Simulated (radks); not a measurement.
Results of a calculation; reference values are marked as such.
How relativity changes the ionisation of the neon ion Ne+ ([He] 2s2 2p5) to Ne2+ ([He] 2s2 2p4). Spin-unpolarised spherical Kohn-Sham, PBEsol, point nucleus unless stated (finite: rms radius 3.0055 fm), a radial shooting solver on a logarithmic mesh with Libxc functionals. A level marked "c x" has the speed of light scaled by that factor and shares open shells by 2j + 1; other Dirac levels either fill j = l - 1/2 first or share by 2j + 1.

| level | E(Ne+) (hartree) | E(Ne2+) (hartree) | IE (eV) | HOMO | <r> HOMO (bohr) |
|---|---|---|---|---|---|
| non-rel. | -127.70202 | -126.11541 | 43.174 | 2p | 0.8836 |
| scalar-rel. | -127.84868 | -126.26256 | 43.161 | 2p | 0.8834 |
| scalar-rel., finite nucleus | -127.84864 | -126.26252 | 43.161 | 2p | 0.8834 |
| Dirac, 2j+1 shares | -127.84871 | -126.26259 | 43.161 | 2p3/2 | 0.8841 |
| Dirac, low j first | -127.85016 | -126.26590 | 43.110 | 2p3/2 | 0.8842 |
| Dirac, 2j+1 shares, finite nucleus | -127.84867 | -126.26254 | 43.161 | 2p3/2 | 0.8841 |
| Dirac, c x 1.25 | -127.79581 | -126.20951 | 43.165 | 2p3/2 | 0.8840 |
| Dirac, c x 2 | -127.73862 | -126.15213 | 43.171 | 2p3/2 | 0.8838 |
| Dirac, c x 3 | -127.71828 | -126.13172 | 43.172 | 2p3/2 | 0.8837 |

NIST Atomic Spectra Database: 40.963 eV (measured). The relativistic part of the total energy of Ne+ is -0.1466 hartree (Dirac, 2j+1 shares, finite nucleus), 0.11 % of the non-relativistic value. Spin polarisation and multiplet splitting of open shells are left out at every level.

Beside tabulated values, note that spin-unpolarised runs miss the spin-polarisation part of the exchange energy of open shells.
